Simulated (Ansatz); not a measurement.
`C=[CH][AlH][OH]` + `C=CCOCF` → `[OH][AlH][O]CF` + `C=CCC=C`  (formal exchange of groups at the Al–C bond)

Isolated molecules relaxed with PBE0-D4/def2-TZVP in Ansatz; ΔE leaves out vibrations. CCSD(T)/CBS is the MP2 limit (def2-TZVPP, def2-QZVPP) plus CCSD(T) − MP2 in def2-TZVPP, frozen cores. Functionals use def2-TZVPP. B3LYP here is the variant with VWN-RPA as its local correlation; programs differ in this. One conformer a species, not always the lowest.

| level | ΔE (kcal/mol) |
| --- | --- |
| PBE0-D4 | -42.8 |
| ωB97X-V | -42.8 |
| B3LYP | -43.2 |
| MP2/def2-QZVPP | -46.2 |

Q: What does CCSD(T)/CBS give? (Best estimate.)

A: The calculation gave: -44.0 kcal/mol. The listed levels differ from it by 1.2, 1.2, 0.8, -2.2 kcal/mol.

Largest T1 diagnostic among the species: 0.013.

From PBE to PBE0 (25 % exact exchange), in def2-TZVPP and without D4, ΔE moves by −1.0 kcal/mol.
